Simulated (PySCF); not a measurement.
**Bond length, frequency and bond energy of HgF by level of theory**

State: ²Σ⁺ (doublet), unpaired electrons σ ↑. Set-up: PySCF, scalar-relativistic core potentials, basis sets Hg def2-SVP with ECP60, F def2-SVP. De refers to Hg + F in their high-spin ground configurations, without counterpoise correction. The functionals are run spin-unrestricted. A positive dipole means Hg(−)F(+). Levels whose curve was spin-contaminated or gave no clean fit are not listed.

| Level | Re (Å) | ωe (cm⁻¹) | De (eV) | μ (D) | CPU s a point (SCF and correlation, without the integrals) |
| --- | --- | --- | --- | --- | --- |
| UHF-CCSD | 2.043 | 458 | 0.71 | n/a | n/a |
| UHF-CCSD(T) | 2.047 | 458 | 0.78 | n/a | 16 |
| PBE | 2.084 | 408 | 1.60 | -2.44 | 0.56 |
| PBEsol | 2.053 | 438 | 1.81 | -2.38 | 0.41 |
| r²SCAN | 2.056 | 433 | 1.46 | -2.56 | 0.84 |
| PBE0 | 2.058 | 427 | 1.24 | -2.77 | 0.81 |
| MN15 | 2.042 | 434 | 1.10 | -2.62 | 0.97 |
| BHandHLYP | 2.053 | 429 | 0.86 | -3.05 | 0.52 |
| ωB97X | 2.049 | 454 | 1.28 | -2.98 | 0.66 |

Task: Which functional lies closest to UHF-CCSD(T) in De, which farthest, and by how much do they differ from it?

Result: Closest is BHandHLYP (+0.6 pm in Re, -6.3 % in ωe, +0.08 eV in De against UHF-CCSD(T) in the same basis), farthest PBEsol (+0.6 pm in Re, -4.4 % in ωe, +1.03 eV in De). CCSD(T) converges more slowly with the basis than the functionals do and binds too weakly in this one, so the order can change at the basis-set limit.

Task: What does a quarter of exact exchange do here, going from PBE to PBE0?

Result: PBE0 less PBE: -2.6 pm in Re, +4.7 % in ωe, -0.36 eV in De. Exact exchange removes part of the self-interaction that spreads semilocal densities, and in most molecules shortens and stiffens the bond and lowers De; so it does here.

Task: What does the step from GGA to meta-GGA do here, going from PBE to r²SCAN?

Result: r²SCAN less PBE: -2.8 pm in Re, +6.1 % in ωe, -0.14 eV in De. 

Correlated steps freeze 1 core orbital. Correlated levels converge slowly with the basis: in double zeta they bind strong bonds too weakly, by up to about 1 eV, and carry superposition errors of some tenths. These are scalar-relativistic numbers at best; spin–orbit coupling would shift them, the dissociation energy most. The state was picked by a PBE0 search and need not be the measured ground state.

The whole job (state search and all levels along the bond) took about 3.3 min on 1 thread of Arm Neoverse V1 (shared host), peak memory 0.52 GiB.
